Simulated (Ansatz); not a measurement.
Gas-phase electronic energies from Ansatz, PBE0-D4/def2-TZVP geometries. CCSD(T)/CBS adds triple-zeta CCSD(T) − MP2 to the extrapolated MP2 energy (def2 sets, frozen cores). This one scheme is used for every species. DFT in def2-TZVPP. B3LYP here is the variant with VWN-RPA as its local correlation; programs differ in this. HSE06 is defined as in plane-wave codes. For Ga outer-core shells are correlated without core-valence functions, which leaves a few kJ/mol of doubt a bond. Scalar relativity is left out up to krypton.

Reaction (cleavage of the Si–Ga bond): `C#C[Si](F)(F)[GaH2]` + H–F → `C#C[Si](F)(F)F` + `[GaH3]`

| level | ΔE (kJ/mol) | difference from CCSD(T)/CBS |
| --- | --- | --- |
| LDA (SPW92) | -139.0 | 9.8 |
| PBE-D4 | -127.3 | 21.5 |
| revPBE-D4 | -126.1 | 22.7 |
| BLYP-D4 | -139.4 | 9.4 |
| r2SCAN-D4 | -155.0 | -6.2 |
| B97M-V | -169.5 | -20.7 |
| PBE0-D4 | -136.6 | 12.2 |
| B3LYP-D4 | -146.9 | 1.9 |
| r2SCANh-D4 | -155.7 | -6.9 |
| r2SCAN0-D4 | -156.7 | -7.9 |
| HSE06-D4 | -136.2 | 12.6 |
| CAM-B3LYP-D4 | -158.2 | -9.4 |
| ωB97X-V | -152.6 | -3.8 |
| ωB97M-V | -155.7 | -6.9 |
| B2PLYP | -157.2 | -8.4 |
| PBE-QIDH | -151.1 | -2.3 |
| PBE | -131.7 | 17.1 |
| revPBE | -130.0 | 18.8 |
| BLYP | -147.3 | 1.5 |
| r2SCAN | -156.2 | -7.4 |
| B3LYP | -154.2 | -5.4 |
| r2SCANh | -157.1 | -8.3 |
| r2SCAN0 | -158.3 | -9.5 |
| BHLYP | -166.6 | -17.8 |
| CAM-B3LYP | -163.0 | -14.2 |
| LC-ωPBE | -150.2 | -1.4 |
| RPA@PBE/def2-TZVPP | -151.9 | -3.1 |
| HF/def2-SVP | -163.7 | -14.9 |
| MP2/def2-SVP | -155.7 | -6.9 |
| CCSD/def2-SVP | -152.9 | -4.1 |
| CCSD(T)/def2-SVP | -150.5 | -1.7 |
| HF/def2-TZVPP | -182.8 | -34.0 |
| MP2/def2-TZVPP | -155.2 | -6.4 |
| SCS-MP2/def2-TZVPP | -159.9 | -11.1 |
| CCSD(T)/def2-TZVPP | -153.2 | -4.4 |
| HF/def2-QZVPP | -185.8 | -37.0 |
| MP2/def2-QZVPP | -153.7 | -4.9 |
| HF/CBS(def2) | -186.2 | -37.4 |
| MP2/CBS(def2) | -150.8 | -2.0 |
| CCSD/CBS(def2) | -152.9 | -4.1 |
| CCSD(T)/CBS | -148.8 | 0 |

Largest T1 diagnostic among the species: 0.013.

Leaving LDA and LC-ωPBE aside and taking each functional with its dispersion term where it has one, the values spread over 43.4 kJ/mol, from B97M-V to revPBE-D4. LDA lies −7.2 kJ/mol from PBE without D4. In def2-TZVPP, CCSD(T) changes the Hartree–Fock value by +29.5 kJ/mol (the triples alone add +4.1 kJ/mol) and MP2 by +27.5 kJ/mol.

CCSD(T)/CBS has its own doubt, a few kJ/mol and more with outer-core shells, so smaller differences from it don't rank the levels.
